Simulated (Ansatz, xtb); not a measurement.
GeH4O: which of two structures lies lower

Structure I: a singlet given by its coordinates. Structure II: `[OH][GeH3]`, a singlet. Both are gas-phase species (loosely bound parts included), relaxed with B3LYP-D4/def2-TZVP.

I (Å):

```csv
atom,x (Å),y (Å),z (Å)
Ge,1.0174,0.0111,0.9629
O,-0.9191,0.6493,-0.0605
H,-1.4257,-0.1602,-0.2028
H,0.0471,-0.7808,1.9596
H,1.0116,-1.2239,-0.0700
H,-0.7313,1.0182,-0.9325
```

Close contacts (Å): Ge1–O2 2.28, Ge1–H4 1.60, Ge1–H5 1.61, O2–H3 0.97, O2–H6 0.97.

II (Å):

```json
{"atom": "Ge", "x (Å)": "-0.3506", "y (Å)": "0.0626", "z (Å)": "0.6200"}
{"atom": "O", "x (Å)": "0.2774", "y (Å)": "-1.6103", "z (Å)": "0.7868"}
{"atom": "H", "x (Å)": "0.9802", "y (Å)": "-1.8124", "z (Å)": "0.1616"}
{"atom": "H", "x (Å)": "-0.9309", "y (Å)": "0.2668", "z (Å)": "-0.7944"}
{"atom": "H", "x (Å)": "-1.4386", "y (Å)": "0.1604", "z (Å)": "1.6942"}
{"atom": "H", "x (Å)": "0.7845", "y (Å)": "1.0766", "z (Å)": "0.8691"}
```

Quicker runs give these differences E(II) − E(I): GFN2-xTB −0.771 eV; HF/STO-3G −3.297 eV (at GFN2-xTB geometries); r2SCAN-D4/def2-SVP −1.216 eV (at GFN2-xTB geometries).

Problem. Estimate E(II) − E(I) at the level CCSD(T)/def2-TZVPP.

Solution. Calculated at CCSD(T)/def2-TZVPP: E(II) − E(I) = −1.383 eV, so structure II lies lower.

Level by level:

```csv
level,geometry,E(II) − E(I) (eV),departure from the last row (eV),"job, with rough time for the two"
GFN2-xTB,GFN2-xTB,−0.771,+0.612,"optimisation, 0.16 s"
HF/STO-3G,GFN2-xTB,−3.297,−1.913,"single point, 0.2 s"
r2SCAN-D4/def2-SVP,GFN2-xTB,−1.216,+0.168,"single point, 2 s"
B3LYP-D4/def2-TZVP,B3LYP-D4/def2-TZVP,−1.183,+0.200,"optimisation, 27 s"
HF/def2-TZVPP,B3LYP-D4/def2-TZVP,−1.401,−0.018,part of the CCSD(T) run
MP2/def2-TZVPP,B3LYP-D4/def2-TZVP,−1.499,−0.116,part of the CCSD(T) run
CCSD(T)/def2-TZVPP,B3LYP-D4/def2-TZVP,−1.383,,"single point, 34 s"
```

The levels shown agree on the order. The largest departure from CCSD(T)/def2-TZVPP is that of HF/STO-3G, 1.913 eV.

With harmonic frequencies from B3LYP-D4/def2-TZVP (ideal gas, rigid rotor, one conformer each, 298.15 K, 1 atm): the zero-point term adds −0.027 eV; ΔH is −1.435 and ΔG −1.376 eV.

The correlated steps freeze 10 core orbitals; the filled d shell of Ge is correlated, in a basis made for valence electrons. Mirror images aren't counted in ΔG. Codes used: Ansatz 0.2.0, xtb 6.7.1; the last row on 2 threads of Arm Neoverse V1 on a shared host.
